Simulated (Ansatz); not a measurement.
Isolated molecules relaxed with PBE0-D4/def2-TZVP in Ansatz; ΔE leaves out vibrations. CBS: MP2 limit from def2 TZ/QZ plus the TZ coupled-cluster correction, frozen cores. This one scheme is used for every species. Functionals use def2-TZVPP. One conformer a species, not always the lowest.

Consider the substitution at a C–C bond: `C=CCCC` + `N[SiH3]` → `C=CN[SiH3]` + `CCC`.

`C=CCCC`:

```xyz
15

C     1.580   -1.534   -1.470
C     1.241   -1.016   -0.298
C     0.502    0.265   -0.105
C    -0.830    0.078    0.616
C    -1.556    1.391    0.852
H     2.110   -2.477   -1.544
H     1.340   -1.030   -2.402
H     1.499   -1.558    0.611
H     1.122    0.956    0.482
H     0.334    0.744   -1.076
H    -0.653   -0.425    1.573
H    -1.460   -0.598    0.028
H    -2.507    1.236    1.365
H    -1.768    1.899   -0.093
H    -0.955    2.070    1.462
```

`N[SiH3]`:

```xyz
7

N     0.386    0.826   -0.554
Si   -0.156   -0.488    0.415
H    -0.166    1.667   -0.605
H     0.835    0.642   -1.436
H    -0.515    0.048    1.753
H    -1.345   -1.233   -0.099
H     0.960   -1.463    0.527
```

`C=CN[SiH3]`:

Cartesian coordinates in Å:
```
C 1.020 -1.359 1.341
C 0.402 -0.303 0.815
N 0.073 -0.117 -0.515
Si -0.923 1.151 -1.136
H 1.316 -2.211 0.739
H 1.248 -1.384 2.397
H 0.121 0.529 1.456
H 0.339 -0.878 -1.122
H -0.684 1.207 -2.599
H -2.379 0.942 -0.898
H -0.534 2.424 -0.477
```

`CCC`:

Cartesian coordinates in Å:
```
C 0.981 0.606 -0.567
C 0.300 -0.462 0.272
C -1.203 -0.264 0.365
H 0.812 1.602 -0.148
H 0.592 0.610 -1.589
H 2.061 0.448 -0.623
H 0.514 -1.450 -0.150
H 0.731 -0.465 1.279
H -1.676 -1.040 0.972
H -1.665 -0.290 -0.626
H -1.446 0.703 0.814
```

CCSD(T)/CBS gives +10.5 kJ/mol.

Question: Another level gave +0.9 kJ/mol. Which?
A. MP2/def2-TZVPP
B. BLYP-D4/def2-TZVPP
C. PBE-QIDH/def2-TZVPP
D. CAM-B3LYP-D4/def2-TZVPP

Answer: D. CAM-B3LYP-D4 0.9, MP2/def2-TZVPP 9.2, BLYP-D4 -4.3, PBE-QIDH 4.9 kJ/mol.

Largest T1 diagnostic among the species: 0.012.

At CCSD(T), def2-SVP lies −11.1 kJ/mol from the extrapolated value and def2-TZVPP −1.4 kJ/mol. From BLYP to BHLYP (50 % exact exchange), in def2-TZVPP and without D4, ΔE moves by +6.7 kJ/mol.
